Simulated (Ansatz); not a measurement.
The first iterations of a band of CH₄FNSi (8 atoms, charge 0, multiplicity 1).

Theory: RKS revPBE-D4/6-31G* (Ansatz 0.2.0).

- movable images: 7
- climbing image: yes
- spring: 5.0 eV/Å²
- optimiser: quadratic models (default)
- start path: through a guess of the saddle point
- force threshold: 0.05 eV/Å
- iteration limit: 60
- end points: relaxed

First end point:

```xyz
8
Properties=species:S:1:pos:R:3
N -0.558 1.651 -0.651
C 0.130 0.971 0.208
Si 0.237 -0.929 0.231
F -0.707 -1.404 -1.017
H -1.031 0.998 -1.308
H 0.681 1.563 0.964
H 1.642 -1.408 0.006
H -0.302 -1.499 1.511
```

Last end point:

```xyz
8
Properties=species:S:1:pos:R:3
N 0.144 1.773 -0.632
C -0.345 0.902 0.190
Si 0.080 -0.954 0.199
F -1.270 -1.864 0.061
H 0.769 1.299 -1.316
H -1.033 1.307 0.958
H 0.971 -1.182 -0.989
H 0.775 -1.339 1.474
```

| iteration | highest image above the first end (eV) | largest band force component (eV/Å) |
| --- | --- | --- |
| 1 | 0.599 | 4.280 |
| 2 | 0.185 | 2.041 |

Question: Does the band converge within its limit, and where does its top end?

Answer: It converged. It ended after 7 iterations with the highest image 0.095 eV above the first end. A vibrational analysis at the climbing image gives one clearly imaginary mode, 108i cm⁻¹: a first-order saddle point.

The run took 100 s on 1 CPU thread of a shared host.
